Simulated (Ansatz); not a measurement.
B(OH)3 (BO₃H₃). The state is a triplet with charge 0. Geometry r2SCAN-D4/def2-TZVP, that of the neutral singlet; atoms count from 1.

```tsv
atom	x (Å)	y (Å)	z (Å)
B1	0.1370	-0.1721	-0.0600
O2	0.3388	-1.2780	-0.8319
H3	-0.4190	-1.4585	-1.3963
O4	-1.0596	0.5039	-0.1861
H5	-1.1618	1.2769	0.3746
O6	1.1612	0.1732	0.7827
H7	1.0035	0.9546	1.3170
```

At PBE0-D4/def2-TZVP a singlet of charge 0 lies 7.66 eV below the triplet at the same geometry.

Q: Estimate the Mulliken populations from the PBE0/def2-TZVP orbitals of Ansatz.

A: 
| atom | charge (e) | spin (α − β) |
| --- | --- | --- |
| B1 | 0.20 | 0.10 |
| O2 | -0.36 | 0.07 |
| H3 | 0.31 | 0.05 |
| O4 | -0.23 | 0.23 |
| H5 | 0.13 | 0.26 |
| O6 | 0.13 | 0.66 |
| H7 | -0.18 | 0.62 |
Mulliken values and Mayer orders depend strongly on the basis.

Q: Where does the spin sit?

A: Summed by element: B 0.10, O 0.97, H 0.93, of 2 unpaired in all. Largest on single atoms: O6 0.66, H7 0.62, H5 0.26.

Q: And the Mayer bond orders between bonded heavy atoms (over 0.3)?

A: B1–O2 1.38 (1.36 Å); B1–O4 1.32 (1.38 Å); B1–O6 1.10 (1.37 Å).
